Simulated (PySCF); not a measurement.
CH3BeFO, singlet, at a GFN2-xTB geometry (such geometries of metal compounds can be far from the true shape). Base run: PBE0/6-31G, TDA in PySCF.

PySCF was given this input:
```python
from pyscf import gto, scf, dft, tdscf

mol = gto.M(
    atom='''
Be   -0.50170052    0.21775493    0.59373805
F    -1.37139021    0.54353564    1.62744781
O     0.34935493   -0.12746198   -0.41553657
C     1.20617691   -0.49362905   -1.43003884
H     1.57146220    0.39576392   -1.95304373
H     2.06092456   -1.03979844   -1.01878504
H     0.68502638   -1.13733582   -2.14562809
''',
    basis='6-31g',
    verbose=4,
)

mf = dft.RKS(mol)
mf.xc = 'pbe0'
mf.kernel()
td = mf.TDA()
td.nstates = 5
td.kernel()
td.analyze()
```

Each row names what was changed in the base input (with any setting that the change needs).

```csv
change,first excitation (eV),oscillator strength of the first,second (eV),core-seconds (rough)
base,7.66,0.016,7.66,10
nstates = 15,7.66,0.016,7.66,20
guess vectors = 13 for 5 states,7.66,0.016,7.66,10
states = triplets,7.25,-,7.25,9
nstates = 10,7.66,0.016,7.66,10
functional = lc_wpbe,8.20,0.013,8.20,20
functional = camb3lyp,7.74,0.014,7.74,10
nstates = 2,7.66,0.016,7.66,7
functional = b3lyp,7.42,0.015,7.42,10
functional = pbe,6.85,0.015,6.85,9
```

An iterative solver can miss low states, so a row lists the states that it found.
